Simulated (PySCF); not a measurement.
## Orbital picture of Br2

PBE0 at R = 2.287 Å; PySCF, scalar-relativistic core potentials, basis sets Br cc-pVTZ-PP with ECP10. State: ¹Σg⁺ (singlet), closed shell. Only the outer orbitals are listed.

```
orbital  occ.  ε (eV)   main shells (%)
     σg     2  -24.46              94 s
     σu     2  -21.25              98 s
     σg     2  -12.01              93 p
     πu     2  -10.29              98 p
     πu     2  -10.29              98 p
     πg     2   -8.05              99 p
     πg     2   -8.05              99 p
     σu     0   -3.57              98 p
     σg     0    4.51        83 s, 15 d
     σg     0    6.67  52 p, 34 d, 14 s
```

Question: Which are the highest filled and the lowest empty level, where do they sit, and how wide is the gap?

Answer: Highest filled πg at -8.05 eV (in %: 99 p); lowest empty σu at -3.57 eV (in %: 98 p); the gap at PBE0 is 4.48 eV.

- bond order (Mayer): 1.09
- ⟨S²⟩: 0.000
- polarisability along the bond: 55.3 bohr³
- polarisability across the bond: 27.2 bohr³
